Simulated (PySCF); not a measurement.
A PySCF script (with the pyscf-properties extension) for the NMR shieldings of SMILES FC[SiH2]CCB(F)F, C3H8BF3Si, on a GFN2-xTB geometry:

```python
import basis_set_exchange as bse
import numpy as np
from pyscf import gto, dft
from pyscf.prop import nmr

atoms = """
F    -2.468354    1.227162   -1.143106
C    -1.996140    1.174720    0.156950
Si   -1.170332   -0.526780    0.476840
C     0.193183   -0.807842   -0.830770
C     1.620001   -0.797281   -0.263048
B     2.063050    0.559027    0.402858
F     1.243962    1.565632    0.638181
F     3.301409    0.789325    0.792229
H    -1.301561    2.010268    0.264848
H    -2.859204    1.352632    0.802295
H    -2.189898   -1.574560    0.355141
H    -0.640596   -0.502206    1.844908
H     0.119009   -0.043530   -1.605770
H     0.029247   -1.765128   -1.328379
H     1.717475   -1.595382    0.479212
H     2.331151   -1.057111   -1.053799
"""
names = dict.fromkeys(["F", "C", "Si", "B", "H"], "pcSseg-1")
basis = {el: gto.basis.parse(bse.get_basis(n, elements=[el], fmt="nwchem")) for el, n in names.items()}
mol = gto.M(atom=atoms, basis=basis, charge=0, verbose=0)
mf = dft.RKS(mol, xc="PBE0")
mf.grids.level = 2
mf.grids.alignment = dft.numint.BLKSIZE   # the property module wants whole blocks of grid points
mf.conv_tol = 1e-9
mf.kernel()

calc = nmr.RKS(mf)   # GIAO
C = mf.mo_coeff
Co = C[:, mf.mo_occ > 0]
resp = mf.gen_response(singlet=True, hermi=2)
def vind(x):   # induced exchange potential for any number of trial vectors
    d = np.einsum("pi,xij,qj->xpq", C, 2 * x.reshape(-1, C.shape[1], Co.shape[1]), Co, optimize=True)
    return np.einsum("xpq,pi,qj->xij", resp(d - d.transpose(0, 2, 1)), C, Co, optimize=True).ravel()
mo1, _ = nmr.rhf.solve_mo1(calc, with_cphf=vind)
sigma = calc.kernel(mo1)
for i, s in enumerate(sigma):   # ppm
    w = np.linalg.eigvalsh((s + s.T) / 2)
    print("%2d %-2s iso %8.1f  s11 %8.1f  s22 %8.1f  s33 %8.1f" % (i, mol.atom_pure_symbol(i), w.mean(), *w))
```

Task: What are the results?

Result: 
```
 0 F  iso    474.0  s11    419.4  s22    485.2  s33    517.5
 1 C  iso    108.1  s11     61.0  s22     84.5  s33    178.9
 2 Si iso    385.7  s11    343.7  s22    381.1  s33    432.3
 3 C  iso    185.7  s11    178.3  s22    185.8  s33    193.1
 4 C  iso    174.7  s11    161.5  s22    175.9  s33    186.8
 5 B  iso     70.9  s11     43.0  s22     78.3  s33     91.3
 6 F  iso    239.6  s11     61.8  s22    286.2  s33    370.9
 7 F  iso    236.2  s11     55.1  s22    290.5  s33    363.1
 8 H  iso     26.4  s11     22.2  s22     26.7  s33     30.4
 9 H  iso     26.7  s11     22.6  s22     26.8  s33     30.8
10 H  iso     27.4  s11     23.6  s22     25.4  s33     33.1
11 H  iso     28.0  s11     24.9  s22     27.0  s33     32.0
12 H  iso     30.6  s11     26.3  s22     29.0  s33     36.5
13 H  iso     30.7  s11     24.7  s22     29.1  s33     38.2
14 H  iso     30.5  s11     25.8  s22     29.3  s33     36.5
15 H  iso     30.1  s11     24.3  s22     28.6  s33     37.3
```

These numbers come from an equivalent density-fitted implementation of the same equations, which agrees with the script to about 0.01 ppm for H and up to a few tenths of a ppm for heavy atoms, so last digits may differ.

Size and cost of the density-fitted run: 183 basis functions, 61 s wall time on 1 thread of an Arm Neoverse N1, shared host; peak memory 0.82 GiB.
